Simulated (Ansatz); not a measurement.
CH7GeNSi, SMILES `[SiH3][CH]1[NH][GeH2]1`. The species carries charge 0 and has multiplicity 1. The geometry is a stationary point of PBE0-D4/def2-TZVP.

```xyz
11

Si    0.274    1.668    0.185
C    -0.570    0.010    0.172
N     0.105   -1.041    0.990
Ge    0.154   -1.463   -0.834
H    -0.325    2.538   -0.865
H     0.136    2.345    1.504
H     1.721    1.483   -0.105
H    -1.662    0.024    0.186
H    -0.566   -1.587    1.519
H     1.550   -1.438   -1.440
H    -0.816   -2.539   -1.313
```

(1) What is the dipole moment at r2SCAN/def2-TZVPP? (An estimate is asked.)

(2) And with PBE, B3LYP, ωB97M-V? (Estimate.)

(3) Give the Mulliken charges with r2SCAN, PBE, B3LYP in def2-TZVPP. (Best estimate.)

Answers

(1) Ansatz gave: 2.05 D, with components (-1.33, -1.29, -0.87) D in this frame, pointing from negative to positive charge.

(2) Computed: PBE 2.02 D, B3LYP 2.11 D, ωB97M-V 2.21 D.

(3) The calculation gave: 
```json
{"atom": "Si1", "r2SCAN": "0.35", "PBE": "0.25", "B3LYP": "0.32"}
{"atom": "C2", "r2SCAN": "-0.14", "PBE": "-0.13", "B3LYP": "-0.15"}
{"atom": "N3", "r2SCAN": "-0.38", "PBE": "-0.33", "B3LYP": "-0.37"}
{"atom": "Ge4", "r2SCAN": "0.17", "PBE": "0.13", "B3LYP": "0.16"}
{"atom": "H5", "r2SCAN": "-0.08", "PBE": "-0.07", "B3LYP": "-0.08"}
{"atom": "H6", "r2SCAN": "-0.08", "PBE": "-0.06", "B3LYP": "-0.08"}
{"atom": "H7", "r2SCAN": "-0.07", "PBE": "-0.06", "B3LYP": "-0.07"}
{"atom": "H8", "r2SCAN": "0.08", "PBE": "0.09", "B3LYP": "0.10"}
{"atom": "H9", "r2SCAN": "0.14", "PBE": "0.14", "B3LYP": "0.13"}
{"atom": "H10", "r2SCAN": "0.02", "PBE": "0.02", "B3LYP": "0.02"}
{"atom": "H11", "r2SCAN": "0.01", "PBE": "0.01", "B3LYP": "0.02"}
```

B3LYP here is the variant with VWN-RPA as its local correlation; programs differ in this.
